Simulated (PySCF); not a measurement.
Molecule: `[H]/N=C\C#CB(F)F`, C3H2BF2N.

Atoms are numbered as in `[H]/[N:1]=[CH:2]\[C:3]#[C:4][B:5]([F:6])[F:7]`. Hydrogens are named by the atom that carries them.

Spin–spin couplings on one PBE0-D3(BJ)/def2-SVP geometry, PySCF 2.14, gas phase, non-relativistic, equivalent pairs averaged; isotopes ¹³C, ¹H, ¹¹B, ¹⁹F, ¹⁵N; basis pcJ-1.

Question: How do the couplings (Hz) change with the functional? Times are CPU seconds on 1 thread of an AMD EPYC 7R43 64-Core, shared host.

Answer: 
```
functional  functions  ¹J(C2,H(C2))  ¹J(C3,C4)  ¹J(B5,F6)  ¹J(C4,B5)  ¹J(C2,C3)  ¹J(N1,H(N1))  ¹J(N1,C2)  core-s
       LDA        209         153.7      151.8     -142.0      128.9       59.1         -36.9        4.7      15
       PBE        209         181.6      162.4     -137.8      144.2       70.0         -40.3        1.8      22
       KT2        209         198.5      146.6     -172.3      131.6       56.3         -41.1        6.8      23
      PBE0        209         187.6      175.4      -97.0      149.5       80.7         -44.4       -2.8      31
     B97-2        209         179.4      171.5      -96.5      153.9       79.4         -44.3       -2.8      30
 BHandHLYP        209         213.0      204.0      -46.0      164.3      103.6         -55.5      -13.6      35
 CAM-B3LYP        209         194.5      182.4      -90.4      152.2       84.4         -47.1       -4.0      41
``` Left out for a near triplet instability: HF/pcJ-1.
